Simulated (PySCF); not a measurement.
# V: interval between two levels

V [Ar] 3d3 4s2 [4F9/2, M_J = 9/2] → V [Ar] 3d5 [6S5/2, M_J = 5/2], as a difference of total energies. Computed with PySCF 2.14 in x2c-TZVPall-2c (6s7p4d1f, 54 functions), with the two-component X2C-1e Hamiltonian. Correlated levels: [Ne] frozen; the 6 highest virtual spinors dropped. "Screened" scales the spin-orbit matrix elements by Boettger's factors to mimic the two-electron term; Breit and QED terms are absent.

| method | interval between two levels (cm⁻¹) |
| --- | --- |
| GHF (spin-free) | 29060 |
| GMP2 (spin-free) | 16937 |
| GHF (screened spin-orbit) | 28795 |
| GMP2 (screened spin-orbit) | 16667 |

The labels give the starting determinants; with spin-orbit coupling the two ends relaxed to ⟨J²⟩ = 24.77, ⟨L²⟩ = 12.01, ⟨S²⟩ = 3.76 and ⟨J²⟩ = 8.75, ⟨L²⟩ = 0.00, ⟨S²⟩ = 8.75.
